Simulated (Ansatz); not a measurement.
One change: `[SiH3][GeH2][SiH3]` becomes `[SiH3][GeH2][GaH2]`.

Ansatz, PBE0-D4/def2-TZVP geometries, multiplicity 1. 

Scalar relativity is left out up to krypton.

```json
{"property": "LUMO energy (PBE0/def2-TZVPP) / eV", "`[SiH3][GeH2][SiH3]`": "-0.10"}
{"property": "HOMO energy (PBE0/def2-TZVPP) / eV", "`[SiH3][GeH2][SiH3]`": "-7.93"}
{"property": "size of the dipole moment (PBE/def2-TZVPP) / D", "`[SiH3][GeH2][SiH3]`": "0.01"}
{"property": "HOMO energy (PBE/def2-TZVPP) / eV", "`[SiH3][GeH2][SiH3]`": "-6.90"}
{"property": "zero-point energy (PBE0-D4/def2-TZVP) / kJ/mol", "`[SiH3][GeH2][SiH3]`": "170.6"}
{"property": "HOMO–LUMO gap (PBE0/def2-TZVPP) / eV", "`[SiH3][GeH2][SiH3]`": "7.83"}
```

(1) What does the change do to each property? (An estimate is asked.)

## Answers

(1) Computed: 
```
                                      property  `[SiH3][GeH2][GaH2]`  shift
            LUMO energy (PBE0/def2-TZVPP) / eV                 -2.17  -2.07
            HOMO energy (PBE0/def2-TZVPP) / eV                 -7.42   0.51
size of the dipole moment (PBE/def2-TZVPP) / D                  0.18   0.17
             HOMO energy (PBE/def2-TZVPP) / eV                 -6.42   0.48
zero-point energy (PBE0-D4/def2-TZVP) / kJ/mol                 140.4  -30.2
          HOMO–LUMO gap (PBE0/def2-TZVPP) / eV                  5.25  -2.58
```

With PBE0 the HOMO rises by 0.51 eV and the LUMO falls by 2.07 eV, so the gap narrows by about 2.58 eV. PBE moves the HOMO by 0.48 eV and ωB97M-V by 0.53 eV. The zero-point energy changes by -30.2 kJ/mol with -3 modes.
